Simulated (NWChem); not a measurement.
**Ionisation of hydrogen selenide (H2Se)**

```xyz
3

Se     0.0000     0.0000    -0.0571
H      1.0502     0.0000     0.9703
H     -1.0502     0.0000     0.9703
```
Charge 0, spin multiplicity 1.

The numbers come from NWChem runs, not from measurements. The geometry was optimised at PBE0/def2-SVP, a minimum by its harmonic frequencies.

Basis set: def2-TZVPD. The species with one electron less has spin multiplicity 2 and keeps the geometry of the parent. Δ marks differences of total energies (open shells unrestricted).

The Hamiltonian is non-relativistic. B3LYP has NWChem's definition, with VWN1-RPA local correlation. The stability of the SCF solutions was not checked.

Task: Order these methods by the first vertical ionisation energy they give, lowest first: ΔPBE, G0W0@PBE0, ΔB3LYP, G0W0@PBE.

Result: G0W0@PBE (9.10 eV), G0W0@PBE0 (9.31 eV), ΔPBE (9.79 eV), ΔB3LYP (9.87 eV)
